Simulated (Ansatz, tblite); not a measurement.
Removing and adding an electron: the cluster Sr₂S₃ (the lowest singlet isomer of a short search). Total charge 0; singlet. Geometry: B3LYP-D4/def2-SVP. Ansatz, gas phase; energy differences of separate SCF runs; the oxidised species was run as a doublet alone; the reduced species was run as a doublet alone.

```xyz
5

Sr    1.8361   -0.0064   -0.0020
Sr   -1.6832   -0.7228   -0.1263
S     0.4808   -2.2933   -0.4017
S    -0.3171    1.7018   -0.8232
S    -0.3166    1.3206    1.3532
```

In the def2 sets Sr takes a core potential; there is no spin–orbit coupling. The xTB rows come from tblite. HOMO above LUMO, or a gap near zero within one spin, warns that the state may not be the lowest or that an electron is smeared out. The structure comes from a short search, and lower isomers may exist.

| level | −HOMO (eV) | vertical IE (eV) | −LUMO (eV) | vertical EA (eV) | HOMO–LUMO gap (eV) | IE − EA (eV) | remarks |
| --- | --- | --- | --- | --- | --- | --- | --- |
| GFN1-xTB | 8.72 | 11.01 | 6.81 | 5.43 | 1.92 | 5.58 | – |
| GFN2-xTB | 9.40 | 12.04 | 8.98 | 6.76 | 0.42 | 5.27 | – |
| PBE-D4/def2-TZVP | 4.09 | 6.48 | 1.99 | – | 2.09 | – | – |
| PBE-D4/def2-TZVPD | 4.10 | – | 1.99 | 0.81 | 2.11 | – | HOMO above zero (-1 doublet), gap within one spin near zero (-1 doublet) |
| r2SCAN-D4/def2-TZVP | 4.19 | 6.52 | 1.44 | – | 2.75 | – | – |
| r2SCAN-D4/def2-TZVPD | 4.19 | – | 1.43 | 0.72 | 2.76 | – | HOMO above zero (-1 doublet), gap within one spin near zero (-1 doublet) |
| PBE0-D4/def2-TZVP | 5.01 | 6.65 | 1.46 | – | 3.56 | – | – |
| PBE0-D4/def2-TZVPD | 5.01 | – | 1.45 | 0.70 | 3.56 | – | HOMO above zero (-1 doublet) |

   A HOMO above zero means that the electron is unbound at that level or that self-interaction error raises the level; the energy of removing that electron tells which. Raw xTB energy differences between charge states are shifted by several eV; the methods need an empirical correction for them.
